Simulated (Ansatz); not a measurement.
C6H11O2 (SMILES C[CH]CCOC(C)=O), doublet, at a GFN2-xTB geometry; CCSD(T)/STO-3G run with Ansatz (a first-principles code).

Input for Ansatz:
Ansatz 0.2 input:
```yaml
crystal:
  periodic: [false, false, false]
  atoms:
    - {symbol: C, position_ang: [-3.58056815, 0.40352958, -0.59758271]}
    - {symbol: C, position_ang: [-2.55854996, 0.05540448, 0.41054050]}
    - {symbol: C, position_ang: [-1.22456559, -0.44701632, 0.03076181]}
    - {symbol: C, position_ang: [-0.22999829, 0.71066267, -0.23543234]}
    - {symbol: O, position_ang: [1.03053787, 0.21944616, -0.67661501]}
    - {symbol: C, position_ang: [1.90553653, -0.16509834, 0.26131330]}
    - {symbol: C, position_ang: [3.15821185, -0.71273532, -0.37120305]}
    - {symbol: O, position_ang: [1.70473327, -0.08263704, 1.44384164]}
    - {symbol: H, position_ang: [-4.57702467, 0.11507951, -0.25782068]}
    - {symbol: H, position_ang: [-3.37562495, -0.08403383, -1.54844179]}
    - {symbol: H, position_ang: [-3.61750098, 1.48603419, -0.77480315]}
    - {symbol: H, position_ang: [-2.72267405, 0.35762712, 1.43068430]}
    - {symbol: H, position_ang: [-0.79936035, -1.05637156, 0.83245167]}
    - {symbol: H, position_ang: [-1.28143693, -1.04702368, -0.88146281]}
    - {symbol: H, position_ang: [-0.09321786, 1.29525529, 0.67932304]}
    - {symbol: H, position_ang: [-0.59544005, 1.34910440, -1.04130159]}
    - {symbol: H, position_ang: [3.99466888, -0.59136706, 0.31025827]}
    - {symbol: H, position_ang: [3.01387831, -1.77465500, -0.56198532]}
    - {symbol: H, position_ang: [3.35116521, -0.21260271, -1.31509991]}
basis:
  gaussian:
    orbitals: STO-3G
magnetization: {spin_polarized: true, initial_magnetization: 1}
correlation: {method: ccsd_t, electrons: outside_noble_gas}
accuracy: high
```

Output, abridged:

```
Functional definition: HF
1167 factors; integrals over basis functions are off by at most 8.4e-9 eV
mean field evaluation 1: about -10293.0376 eV, gradient 2.8e1 eV
mean field evaluation 2: about -10293.5167 eV, gradient 2.8e1 eV
mean field evaluation 4: about -10299.0628 eV, gradient 3.0e0 eV
mean field evaluation 8: about -10299.1842 eV, gradient 1.4e-1 eV
mean field evaluation 16: about -10299.1845 eV, gradient 5.3e-3 eV
mean field evaluation 32: about -10299.1846 eV, gradient 1.4e-2 eV
mean field evaluation 64: about -10299.1306 eV, gradient 8.1e-1 eV
mean field -10299.19150805 eV, -378.4883068781 hartree, gradient 2.2e-8 eV, S^2 0.838349; 5 other end points of the search recorded, 0 dependent functions left out
determinant -10299.19150805 eV, -378.4883068781 hartree, with singles and doubles -10312.43871737 eV, -378.9751328413 hartree
determinant -10299.18856550 eV, -378.4881987414 hartree, with singles and doubles -10312.43864188 eV, -378.9751300671 hartree
determinant -10299.19150805 eV, -378.4883068781 hartree, with singles and doubles -10312.43827343 eV, -378.9751165269 hartree
determinant -10299.18856550 eV, -378.4881987414 hartree, with singles and doubles -10312.43796568 eV, -378.9751052173 hartree
mean field evaluation 96: about -10298.7002 eV, gradient 3.9e-2 eV
8 core orbitals not correlated
reference -10299.18856550 eV, -378.4881987414 hartree; 24, 23 occupied and 19, 20 virtual orbitals, 1167 factors
second order -10.34591537 eV of doubles, -0.00000000 eV of singles
cycle   1  -13.24939052 eV  change    9.7e-6 eV  update   4.6e-6
cycle   2  -13.24938531 eV  change    5.2e-6 eV  update   3.2e-6
cycle   3  -13.24938283 eV  change    2.5e-6 eV  update   2.2e-6
cycle   4  -13.24938680 eV  change   -4.0e-6 eV  update   9.3e-7
cycle   5  -13.24938764 eV  change   -8.3e-7 eV  update   4.6e-7
cycle   6  -13.24938702 eV  change    6.2e-7 eV  update   1.8e-7
cycle   7  -13.24938662 eV  change    4.0e-7 eV  update   9.3e-8
cycle   8  -13.24938651 eV  change    1.1e-7 eV  update   5.6e-8
cycle   9  -13.24938647 eV  change    4.6e-8 eV  update   4.2e-8
cycle  10  -13.24938679 eV  change   -3.2e-7 eV  update   1.7e-7
cycle  11  -13.24938680 eV  change   -1.7e-8 eV  update   6.1e-8
cycle  12  -13.24938688 eV  change   -7.6e-8 eV  update   2.9e-8
cycle  13  -13.24938691 eV  change   -2.8e-8 eV  update   1.5e-8
cycle  14  -13.24938693 eV  change   -2.4e-8 eV  update   6.9e-9
cycle  15  -13.24938694 eV  change   -9.8e-9 eV  update   2.9e-9
cycle  16  -13.24938694 eV  change   -1.8e-9 eV  update   1.1e-9
perturbative correction -0.25023915 eV, -0.0091961193 hartree
Total energy: -10312.68819159 eV, -378.9843008500 hartree
```
